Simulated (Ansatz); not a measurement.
Gas-phase electronic energies from Ansatz, PBE0-D4/def2-TZVP geometries. CCSD(T)/CBS adds triple-zeta CCSD(T) − MP2 to the extrapolated MP2 energy (def2 sets, frozen cores). This one scheme is used for every species. Functionals use def2-TZVPP. B3LYP here is the variant with VWN-RPA as its local correlation; programs differ in this. HSE06 is defined as in plane-wave codes. Each species was taken in one conformer, which may not be the lowest.

`C=N[SiH2]O[SiH3]` + silanol → `[SiH3]O[SiH2]O[SiH3]` + `C=N`  (ligand exchange at the Si–N bond)

```json
{"level": "LDA (SPW92)", "ΔE (kJ/mol)": "-64.2", "difference from CCSD(T)/CBS": "15.4"}
{"level": "revPBE-D4", "ΔE (kJ/mol)": "-67.2", "difference from CCSD(T)/CBS": "12.4"}
{"level": "BLYP-D4", "ΔE (kJ/mol)": "-74.1", "difference from CCSD(T)/CBS": "5.5"}
{"level": "B97M-V", "ΔE (kJ/mol)": "-77.6", "difference from CCSD(T)/CBS": "2.0"}
{"level": "PBE0-D4", "ΔE (kJ/mol)": "-72.8", "difference from CCSD(T)/CBS": "6.8"}
{"level": "B3LYP-D4", "ΔE (kJ/mol)": "-77.9", "difference from CCSD(T)/CBS": "1.7"}
{"level": "r2SCANh-D4", "ΔE (kJ/mol)": "-75.9", "difference from CCSD(T)/CBS": "3.7"}
{"level": "r2SCAN0-D4", "ΔE (kJ/mol)": "-77.3", "difference from CCSD(T)/CBS": "2.3"}
{"level": "HSE06-D4", "ΔE (kJ/mol)": "-72.6", "difference from CCSD(T)/CBS": "7.0"}
{"level": "BHLYP-D4", "ΔE (kJ/mol)": "-84.2", "difference from CCSD(T)/CBS": "-4.6"}
{"level": "CAM-B3LYP-D4", "ΔE (kJ/mol)": "-80.1", "difference from CCSD(T)/CBS": "-0.5"}
{"level": "ωB97M-V", "ΔE (kJ/mol)": "-76.6", "difference from CCSD(T)/CBS": "3.0"}
{"level": "B2PLYP", "ΔE (kJ/mol)": "-77.6", "difference from CCSD(T)/CBS": "2.0"}
{"level": "PBE-QIDH", "ΔE (kJ/mol)": "-76.1", "difference from CCSD(T)/CBS": "3.5"}
{"level": "PBE", "ΔE (kJ/mol)": "-66.6", "difference from CCSD(T)/CBS": "13.0"}
{"level": "revPBE", "ΔE (kJ/mol)": "-67.2", "difference from CCSD(T)/CBS": "12.4"}
{"level": "BLYP", "ΔE (kJ/mol)": "-72.4", "difference from CCSD(T)/CBS": "7.2"}
{"level": "PBE0", "ΔE (kJ/mol)": "-71.5", "difference from CCSD(T)/CBS": "8.1"}
{"level": "B3LYP", "ΔE (kJ/mol)": "-76.0", "difference from CCSD(T)/CBS": "3.6"}
{"level": "r2SCANh", "ΔE (kJ/mol)": "-75.3", "difference from CCSD(T)/CBS": "4.3"}
{"level": "r2SCAN0", "ΔE (kJ/mol)": "-76.6", "difference from CCSD(T)/CBS": "3.0"}
{"level": "HSE06", "ΔE (kJ/mol)": "-71.2", "difference from CCSD(T)/CBS": "8.4"}
{"level": "BHLYP", "ΔE (kJ/mol)": "-81.5", "difference from CCSD(T)/CBS": "-1.9"}
{"level": "CAM-B3LYP", "ΔE (kJ/mol)": "-78.5", "difference from CCSD(T)/CBS": "1.1"}
{"level": "RPA@PBE/def2-TZVPP", "ΔE (kJ/mol)": "-82.2", "difference from CCSD(T)/CBS": "-2.6"}
{"level": "HF/def2-SVP", "ΔE (kJ/mol)": "-86.2", "difference from CCSD(T)/CBS": "-6.6"}
{"level": "MP2/def2-SVP", "ΔE (kJ/mol)": "-78.8", "difference from CCSD(T)/CBS": "0.8"}
{"level": "CCSD/def2-SVP", "ΔE (kJ/mol)": "-83.2", "difference from CCSD(T)/CBS": "-3.6"}
{"level": "CCSD(T)/def2-SVP", "ΔE (kJ/mol)": "-81.4", "difference from CCSD(T)/CBS": "-1.8"}
{"level": "HF/def2-TZVPP", "ΔE (kJ/mol)": "-88.8", "difference from CCSD(T)/CBS": "-9.2"}
{"level": "MP2/def2-TZVPP", "ΔE (kJ/mol)": "-77.5", "difference from CCSD(T)/CBS": "2.1"}
{"level": "SCS-MP2/def2-TZVPP", "ΔE (kJ/mol)": "-80.8", "difference from CCSD(T)/CBS": "-1.2"}
{"level": "CCSD/def2-TZVPP", "ΔE (kJ/mol)": "-82.5", "difference from CCSD(T)/CBS": "-2.9"}
{"level": "CCSD(T)/def2-TZVPP", "ΔE (kJ/mol)": "-80.4", "difference from CCSD(T)/CBS": "-0.8"}
{"level": "HF/def2-QZVPP", "ΔE (kJ/mol)": "-90.3", "difference from CCSD(T)/CBS": "-10.7"}
{"level": "MP2/def2-QZVPP", "ΔE (kJ/mol)": "-77.6", "difference from CCSD(T)/CBS": "2.0"}
{"level": "SCS-MP2/def2-QZVPP", "ΔE (kJ/mol)": "-80.8", "difference from CCSD(T)/CBS": "-1.2"}
{"level": "HF/CBS(def2)", "ΔE (kJ/mol)": "-90.5", "difference from CCSD(T)/CBS": "-10.9"}
{"level": "MP2/CBS(def2)", "ΔE (kJ/mol)": "-76.7", "difference from CCSD(T)/CBS": "2.9"}
{"level": "CCSD/CBS(def2)", "ΔE (kJ/mol)": "-81.7", "difference from CCSD(T)/CBS": "-2.1"}
{"level": "CCSD(T)/CBS", "ΔE (kJ/mol)": "-79.6", "difference from CCSD(T)/CBS": "0"}
```

Largest T1 diagnostic among the species: 0.013.

From PBE to PBE0 (25 % exact exchange), in def2-TZVPP and without D4, ΔE moves by −4.9 kJ/mol. In def2-TZVPP, CCSD(T) changes the Hartree–Fock value by +8.4 kJ/mol (the triples alone add +2.1 kJ/mol) and MP2 by +11.3 kJ/mol.
